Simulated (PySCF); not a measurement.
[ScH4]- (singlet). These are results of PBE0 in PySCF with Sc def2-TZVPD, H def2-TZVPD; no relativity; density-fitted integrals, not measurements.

Harmonic bands of its minimum:

```json
{"ω (cm⁻¹)": "501", "IR (km/mol, summed over degenerate members)": "0.0", "degeneracy": "2"}
{"ω (cm⁻¹)": "507", "IR (km/mol, summed over degenerate members)": "1198", "degeneracy": "3"}
{"ω (cm⁻¹)": "1312", "IR (km/mol, summed over degenerate members)": "3371", "degeneracy": "3"}
{"ω (cm⁻¹)": "1462", "IR (km/mol, summed over degenerate members)": "0.0", "degeneracy": "1"}
```

Q: The central atom is Sc. Infer the point group and assign the bands.

A: Td. The modes span e + 2t2 + a1: 501 e, 507 t2, 1312 t2, 1462 a1. The computed geometry has Sc–H 1.900 Å (×4); H–Sc–H 109.5° (×6).

Stability towards spin polarisation was not tested. Only a few start shapes were tried, so a lower isomer may exist. The lowest empty level of this anion is unbound, so it and the gap depend on the basis.
